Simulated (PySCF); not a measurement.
# Ionising ZrF

UHF-CCSD(T); basis Zr def2-TZVPPD with ECP28, F def2-TZVPPD; scalar-relativistic core potentials; PySCF 2.14. Neutral (UHF): quartet (σ ↑, δ ↑↑), Re = 1.897 Å, ωe = 646 cm⁻¹, De = 6.03 eV.

ZrF⁺ (UHF): triplet (σ ↑, δ ↑), Re = 1.825 Å, ωe = 755 cm⁻¹, De = 6.12 eV to Zr⁺ (4d2 5s1) + F. The energies at the minima are -146.57630 hartree for ZrF and -146.33847 for ZrF⁺.

(1) Work out the adiabatic ionisation energy, without and with harmonic zero-point energies (1 hartree = 27.2114 eV, 1 eV = 8065.5 cm⁻¹), and the change of the bond length.

Correlated steps freeze 1 core orbital. Spin–orbit coupling is left out, which matters for elements this heavy, above all for dissociation energies. For an ion De counts to the pair picked by the measured ionisation energies or electron affinities, which need not be the lowest pair at this level. The state is the lowest single determinant that the PBE0 search found; with open d or f shells the true ground state can be another one.

Results:

(1) At UHF-CCSD(T): 0.23783 hartree = 6.472 eV between the minima; the zero-point term (755.0 − 646.0)/2 cm⁻¹ = +0.007 eV makes it 6.478 eV. Re changes by -7.2 pm against the neutral. The electron leaves a δ orbital, and the shorter bond of the ion fits an antibonding orbital, or a change in how ionic the bond is.
